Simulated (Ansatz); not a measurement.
Consider the formal exchange of groups at a B–O bond: `BO[Si](C)(O)O` + CH₃SH → `BCS` + `C[Si](O)(O)O`.

Program: Ansatz. Geometries: PBE0-D4/def2-TZVP. ΔE: electronic, gas phase. CCSD(T)/CBS is the MP2 limit (def2-TZVPP, def2-QZVPP) plus CCSD(T) − MP2 in def2-TZVPP, frozen cores. This one scheme is used for every species. Functionals use def2-TZVPP. B3LYP here is the variant with VWN-RPA as its local correlation; programs differ in this. Each species was taken in one conformer, which may not be the lowest.

```
          level  ΔE (kcal/mol)  difference from CCSD(T)/CBS
         PBE-D4           31.5                         -1.0
      r2SCAN-D4           32.6                          0.1
        ωB97X-V           32.5                          0.0
        ωB97M-V           32.5                          0.0
         B2PLYP           33.6                          1.1
            PBE           31.3                         -1.2
         r2SCAN           32.4                         -0.1
           PBE0           31.5                         -1.0
          B3LYP           33.5                          1.0
  HF/def2-TZVPP           35.0                          2.5
 MP2/def2-TZVPP           33.0                          0.5
CCSD/def2-TZVPP           33.1                          0.6
  HF/def2-QZVPP           35.3                          2.8
 MP2/def2-QZVPP           32.7                          0.2
   HF/CBS(def2)           35.4                          2.9
 CCSD/CBS(def2)           32.5                          0.0
    CCSD(T)/CBS           32.5                            0
```

Largest T1 diagnostic among the species: 0.012.

In def2-TZVPP, CCSD(T) changes the Hartree–Fock value by −2.0 kcal/mol (the triples alone add −0.0 kcal/mol) and MP2 by −2.1 kcal/mol.
